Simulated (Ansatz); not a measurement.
Total energies of thioxanthone, `O=c1c2ccccc2sc2ccccc12` from Ansatz at PBE-D4/def2-SVP, gas phase (1 Eh = 27.2114 eV = 2625.5 kJ/mol). The reference geometry is relaxed at PBE-D4/def2-SVP.

```tsv
state	geometry	energy (Eh)
charge 0 singlet	reference	-972.26579
charge 1 doublet	reference	-971.98314
charge 1 doublet	relaxed at PBE-D4/def2-SVP	-971.98488
charge -1 doublet	reference	-972.28868
free O atom (triplet)	–	-74.91467
free C atom (triplet)	–	-37.75124
free S atom (triplet)	–	-397.80063
free H atom (doublet)	–	-0.49863
```

(1) Work out the vertical ionisation energy to the doublet.

(2) Work out the vertical electron affinity, to the doublet.

(3) Give the fundamental gap IE − EA, the Mulliken electronegativity (IE + EA)/2 and the hardness (IE − EA)/2.

(4) How much does the charge 1 doublet relax, and what is the adiabatic ionisation energy?

(5) What is the binding energy per atom against free atoms?

(1) E(charge 1 doublet) − E(charge 0 singlet) = -971.98314 − (-972.26579) = 0.28265 Eh = 7.69 eV. For comparison, −ε of the highest occupied level is 5.44 eV at this level, 2.25 eV less.

(2) E(charge 0 singlet) − E(charge -1 doublet) = -972.26579 − (-972.28868) = 0.02289 Eh = 0.62 eV. The basis lacks diffuse functions, which makes affinities too small.

(3) From the values in Eh: IE − EA = 0.28265 − 0.02289 = 0.25976 Eh = 7.07 eV; (IE + EA)/2 = 4.16 eV; (IE − EA)/2 = 3.53 eV. The HOMO–LUMO gap of the same run is 2.69 eV, 4.38 eV smaller than the fundamental gap.

(4) Relaxation: -971.98314 − (-971.98488) = 0.00174 Eh = 0.05 eV. Adiabatic ionisation energy: 0.28091 Eh = 7.64 eV, without zero-point energy. 

(5) Atoms: 1 × (-74.91467) + 13 × (-37.75124) + 1 × (-397.80063) + 8 × (-0.49863) = -967.47046 Eh. Binding: -967.47046 − (-972.26579) = 4.79533 Eh = 130.49 eV, or 5.67 eV for each of 23 atoms (no zero-point energy, no counterpoise term).

At PBE-D4/def2-SVP the gap within one spin of the charge 1 doublet nearly closes, so an electron or hole may be smeared out by delocalisation error. At PBE-D4/def2-SVP the highest occupied level of the charge -1 doublet lies above zero (up to 1.58 eV). By energy differences its removal costs 0.62 eV (vertical, to the charge 0 singlet, at PBE-D4/def2-SVP); self-interaction error and the lack of diffuse functions both raise the level.
